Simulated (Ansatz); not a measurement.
Z-matrix (Å, degrees):
```
C
C 1 1.515
H 1 1.092 2 111.2
H 1 1.092 2 110.0 3 -120.2
H 1 1.094 2 111.9 3 120.9
N 2 1.450 1 113.2 3 -57.5
H 2 1.101 1 108.8 3 177.7
H 2 1.099 1 109.0 3 62.5
C 6 1.452 2 114.1 1 166.0
Si 6 1.723 2 122.3 1 -35.9
C 9 1.522 6 115.0 2 70.6
H 9 1.099 6 108.2 2 -52.0
H 9 1.093 6 108.4 2 -166.9
H 10 1.486 6 106.1 2 -176.7
H 10 1.487 6 112.2 2 63.9
H 10 1.496 6 114.5 2 -57.3
H 11 1.092 9 111.7 6 -59.9
H 11 1.093 9 110.8 6 60.5
H 11 1.093 9 110.6 6 -179.7
```

The species carries charge 0 and has multiplicity 1.

Q: List the PBE0/def2-TZVPP orbital energies in eV (Ansatz). (Estimate.)

A: Ansatz gave: Occupied: -1802.36, -390.93, -278.90, -278.85, -277.96, -277.80, -144.66, -99.34, -99.31, -99.31, -25.33, -21.54, -20.08, -17.64, -16.92, -14.47, -13.44, -12.95, -12.77, -11.70, -11.09, -10.94, -10.38, -10.01, -9.68, -9.51, -9.37, -9.14, -6.29. Lowest empty: 0.83, 1.33, 1.42, 1.73, 1.97, 2.12, 2.53, 2.90.
